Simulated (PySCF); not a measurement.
# Polarisability and C₆ of Ti (titanium, neutral)

[Ar] 3d2 4s2, high-spin 3F determinant. All numbers are calculated (PySCF 2.14, the non-relativistic Hamiltonian (point nucleus), in def2-QZVPPD (11s6p5d3f2g, 93 functions)). Coupled (time-dependent) response in atomic units; α is the mean over directions.

```csv
method,mean α (bohr³),C₆ (like pair),S(−4)
UHF,161.9,1781,192200
PBE,106.4,1229,6135
PBE0,111.6,1312,6800
```

S(−4) is the Cauchy moment in α(ω) = α(0) + S(−4) ω² + …

Reference α: 87 ± 10 bohr³ (recommended; Schwerdtfeger and Nagle, table of static dipole polarizabilities (2023 update)). Published C₆: 1044 (Chu and Dalgarno (2004); Tang, Norbeck and Certain (1976)).

Hartree-Fock lies above the reference because it lacks correlation, which contracts the outer shell.

α(iu) at UHF:

```json
{"u (hartree)": "0", "α(iu) (bohr³)": "161.9"}
{"u (hartree)": "0.0500", "α(iu) (bohr³)": "112.8"}
{"u (hartree)": "0.100", "α(iu) (bohr³)": "79.39"}
{"u (hartree)": "0.200", "α(iu) (bohr³)": "38.68"}
{"u (hartree)": "0.300", "α(iu) (bohr³)": "22.17"}
{"u (hartree)": "0.500", "α(iu) (bohr³)": "10.57"}
{"u (hartree)": "0.750", "α(iu) (bohr³)": "5.995"}
{"u (hartree)": "1.00", "α(iu) (bohr³)": "4.069"}
{"u (hartree)": "1.50", "α(iu) (bohr³)": "2.356"}
{"u (hartree)": "2.00", "α(iu) (bohr³)": "1.570"}
{"u (hartree)": "3.00", "α(iu) (bohr³)": "0.8476"}
{"u (hartree)": "5.00", "α(iu) (bohr³)": "0.3634"}
```

A single London oscillator, α(iu) = α/(1 + u²/ω²), gives C₆ = (3/4) ω α². Matching the computed C₆ needs ω = 4 × 1781 / (3 × 161.9²) = 0.0906 hartree.
